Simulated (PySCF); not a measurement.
InGe: energy against distance

Set-up: PySCF, scalar-relativistic core potentials, basis sets In def2-SVP with ECP28, Ge def2-SVP. Energies in eV from In + Ge in their ground configurations at the same level. All curves are PBE0. state 1: ⁴Σ⁻ (quartet), unpaired electrons σ ↑, π ↑↑; state 2: Ms = 0.5 determinant of mixed spin (⟨S²⟩ near 1.8), unpaired electrons σ ↓, π ↑↑, a second solution, started from another occupation; state 3: Ms = 0.5 determinant of mixed spin (⟨S²⟩ near 1.8), unpaired electrons σ ↑, π ↑↓, a mixture of terms (⟨Lz²⟩ = 2.0), a second solution, started from another occupation; state 4: ²Π (doublet), unpaired electrons π ↑, a second solution, started from another occupation.

```json
{"R (Å)": "2.300", "state 1": "-1.628", "state 2": "-1.287", "state 3": "-1.215", "state 4": "0.025"}
{"R (Å)": "2.407", "state 1": "-1.972", "state 2": "-1.621", "state 3": "-1.557", "state 4": "-0.553"}
{"R (Å)": "2.514", "state 1": "-2.156", "state 2": "-1.793", "state 3": "-1.737", "state 4": "-0.935"}
{"R (Å)": "2.594", "state 1": "-2.219", "state 2": "-1.848", "state 3": "-1.797", "state 4": "-1.127"}
{"R (Å)": "2.674", "state 1": "-2.235", "state 2": "-1.856", "state 3": "-1.811", "state 4": "-1.255"}
{"R (Å)": "2.754", "state 1": "-2.217", "state 2": "-1.831", "state 3": "-1.790", "state 4": "-1.335"}
{"R (Å)": "2.861", "state 1": "-2.154", "state 2": "-1.760", "state 3": "-1.723", "state 4": "-1.381"}
{"R (Å)": "2.995", "state 1": "-2.034", "state 2": "-1.634", "state 3": "-1.600", "state 4": "-1.369"}
{"R (Å)": "3.155", "state 1": "-1.856", "state 2": "-1.455", "state 3": "-1.420", "state 4": "-1.286"}
{"R (Å)": "3.369", "state 1": "-1.597", "state 2": "-1.203", "state 3": "-1.160", "state 4": "-1.107"}
```

Task: Put a parabola through the three lowest points of the state 1 curve and estimate Re, k and ωe (reduced mass 44.98 u; 1 eV/Å² = 0.16022 mdyn/Å; ωe = 1302.8·√(k/μ) cm⁻¹).

Result: Through R = 2.594, 2.674, 2.754 Å the second-order coefficient is 2.66 eV/Å², so Re ≈ 2.672 Å, k ≈ 0.851 mdyn/Å and ωe ≈ 179 cm⁻¹. A polynomial fit of higher order to the unrounded PBE0 energies gives Re = 2.668 Å, k = 0.878 mdyn/Å, ωe = 182 cm⁻¹; anharmonicity and rounding make the difference.

The higher-order fit for each curve: state 1: Re = 2.668 Å, ωe = 182 cm⁻¹, De = 2.24 eV; state 2: Re = 2.651 Å, ωe = 186 cm⁻¹, minimum 1.86 eV below the ground-state fragments; state 3: Re = 2.662 Å, ωe = 184 cm⁻¹, minimum 1.81 eV below the ground-state fragments; state 4: Re = 2.902 Å, ωe = 154 cm⁻¹, minimum 1.38 eV below the ground-state fragments.

These are scalar-relativistic numbers at best; spin–orbit coupling would shift them, the dissociation energy most. The state is the lowest determinant that a PBE0 search found; another state may lie lower at other levels.
